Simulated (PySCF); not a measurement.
Compound: C₃H₈O₂Si.
SMILES: `[SiH3]OC1COC1`

Torsions of this conformer, `[SiH3:1][O:2][CH:3]1[CH2:4][O:5][CH2:6]1`: Si1–O2–C3–C4 -91°.

The closed-shell ground state was solved at several levels (PySCF, density fitting, gas phase, non-relativistic). Isolated species at its PBE0-D3(BJ)/def2-SVP geometry (one conformer only).

| level | basis functions | total energy (Eh) | HOMO (eV) | LUMO (eV) | gap (eV) | dipole (D) |
| --- | --- | --- | --- | --- | --- | --- |
| CAM-B3LYP/pcSseg-1 | 149 | -558.9015 | -8.73 | 1.26 | 9.99 | 2.07 |
| PBE0/pcSseg-1 | 149 | -558.5793 | -7.30 | 0.22 | 7.52 | 2.01 |
| wB97X-D/pcSseg-1 | 149 | -558.9150 | -9.24 | 2.04 | 11.28 | 2.06 |
| PBE0/6-31G | 74 | -558.4549 | -7.03 | 0.33 | 7.36 | 2.77 |
| PBE0/STO-3G | 42 | -551.8018 | -3.93 | 6.75 | 10.68 | 1.91 |
| B97-2/pcSseg-1 | 149 | -558.9228 | -7.03 | 0.26 | 7.29 | 2.00 |
| mPW1PW91/pcSseg-1 | 149 | -558.9500 | -7.34 | 0.26 | 7.60 | 2.03 |
| LC-wPBE/pcSseg-1 | 149 | -558.7607 | -10.07 | 2.47 | 12.54 | 2.09 |

(1) Estimate the row for BHandHLYP/pcSseg-1, a basis of 149 functions; the other rows only guide the guess.

(2) Over all these levels, which gives the widest orbital gap and which the narrowest?

(3) How much does the basis alone move the frontier levels among the 3 PBE0 rows?

(4) In the pcSseg-1 basis, how does the gap go with the fixed share of exact exchange?

(5) How far do the dipole and the HOMO energy spread over the levels?

## Answers

(1) Total energy -558.8517 Eh, HOMO -8.86 eV, LUMO 1.13 eV, gap 9.99 eV, dipole 2.16 D.

(2) LC-wPBE/pcSseg-1 (range-separated hybrid) has the widest, 12.54 eV, and B97-2/pcSseg-1 (global hybrid, 21 % exact exchange) the narrowest, 7.29 eV. The two share the basis. From the narrowest to the widest the HOMO moves by -3.04 eV and the LUMO by +2.21 eV.

(3) The HOMO by 3.37 eV and the LUMO by 6.53 eV. By rising basis size (HOMO, LUMO in eV): STO-3G -3.93, 6.75; 6-31G -7.03, 0.33; pcSseg-1 -7.30, 0.22.

(4) B97-2 (21 %) 7.29 eV; PBE0 (25 %) 7.52 eV; mPW1PW91 (25 %) 7.60 eV; BHandHLYP (50 %) 9.99 eV. Each rise in the share widens the gap here.

(5) The dipole runs from 1.91 to 2.77 D (mean 2.12 D) and the HOMO from -10.07 to -3.93 eV.

wB97X-D is run here without its empirical dispersion term; that term would change no orbital, density or response property at a fixed geometry.
